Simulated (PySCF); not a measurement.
**Core-level binding energies of `Cc1c[n+](C)ccn1`**

C₆H₉N₂ (charge +1).
Cartesian coordinates in Å at the PBE0-D3(BJ)/def2-SVP level; atoms count from 1:
```
atom  x, y, z in Å
C1    -2.739   -0.343    0.107
C2    -1.345    0.130   -0.104
C3    -0.257   -0.753   -0.037
N4     0.991   -0.294   -0.216
C5     2.140   -1.206   -0.148
C6     1.201    1.012   -0.458
C7     0.102    1.860   -0.520
N8    -1.138    1.425   -0.348
H9    -2.823   -1.436    0.068
H10   -3.096    0.003    1.090
H11   -3.398    0.109   -0.648
H12   -0.375   -1.820    0.155
H13    2.791   -0.904    0.683
H14    1.782   -2.228    0.016
H15    2.695   -1.157   -1.094
H16    2.231    1.344   -0.599
H17    0.248    2.926   -0.719
```

Method used: delta-SCF UKS SCAN, pcX-2 on the ionised atom, pcseg-1 elsewhere, spin-free X2C in PySCF 2.14.0. These are vertical core ionisation energies against the vacuum level, from separate self-consistent calculations with and without the core hole.

Question: What binding energy does each computed site have?

Answer: 
| atom(s) | environment | level | binding energy (eV) | above the level's lowest (eV) | count |
| --- | --- | --- | --- | --- | --- |
| N4 | ring nitrogen | N 1s | 413.12 | +3.20 | 1 |
| N8 | ring nitrogen | N 1s | 409.92 | 0.00 | 1 |
| C5 | N-methyl carbon | C 1s | 297.27 | +2.22 | 1 |
| C3 | aromatic CH next to a ring nitrogen | C 1s | 296.97 | +1.92 | 1 |
| C6 | aromatic CH next to a ring nitrogen | C 1s | 296.94 | +1.89 | 1 |
| C2 | substituted aromatic carbon | C 1s | 296.94 | +1.89 | 1 |
| C7 | aromatic CH next to a ring nitrogen | C 1s | 296.76 | +1.71 | 1 |
| C1 | benzylic-type carbon | C 1s | 295.05 | 0.00 | 1 |

Lowest listed C 1s: C1, bonded to C and 3 H. Highest, 2.22 eV above it: C5, bonded to N and 3 H. Summing the Pauling electronegativity differences to the bonded atoms, each weighted by its formal bond order, gives -1.05 for the lowest site and -0.56 for the highest; the largest sum, +0.74, belongs to C2, 0.33 eV below the top. The values 296.94, 296.94 and 296.97 eV lie too close for their order to be trusted.

The listed N 1s values span 3.20 eV, from N8 (bonded to 2 C (aromatic in the SMILES)) to N4 (bonded to 2 C (aromatic in the SMILES) and C). Summing the Pauling electronegativity differences to the bonded atoms, each weighted by its formal bond order, gives -1.47 for the lowest site and -1.96 for the highest; the largest sum, -1.47, belongs to N8, 3.20 eV below the top. The smallest sum, -1.96, belongs to N4, 3.20 eV above the lowest.

Question: Which effective nuclear charge Zeff reproduces each element's mean 1s value in the hydrogen-like formula E = 13.606 eV × Zeff²?

Answer: C (Z = 6): mean 296.7 eV, Zeff = 4.67, Z − Zeff = 1.33; N (Z = 7): mean 411.5 eV, Zeff = 5.50, Z − Zeff = 1.50. Means run over the listed sites, weighted by atom count.

Question: Which photon wavelength matches the N 1s of N8 threshold?

Answer: λ = hc/E = 12398.42 eV Å / 409.92 eV = 30.246 Å.

The unrestricted hole states depart most from a pure doublet (⟨S²⟩ = 0.75; over 0.85 named) for C 1s of C2 (0.85), which makes this value less certain. The species carries charge +1, so core ionisation leaves charge +2. Geometry: PBE0-D3(BJ)/def2-SVP; no solvent, vibrations or thermal averaging.
